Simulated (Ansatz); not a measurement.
Harmonic frequencies (cm⁻¹) at PBE0-D4/def2-TZVP from Ansatz: 111, 116, 154, 173, 176, 223, 258, 302, 672, 677, 757, 3991.

Each molecule was computed in one conformer, which needn't be the lowest.

Problem. Which molecule is it?
A. `[OH][Zr]([OH])([SH])[SH]`
B. `[F][Zr]([Cl])([Cl])[Br]`
C. `[CH3][Zr]([NH2])([OH])[F]`
D. `[OH][Zr]([F])([F])[Br]`

Solution. D.
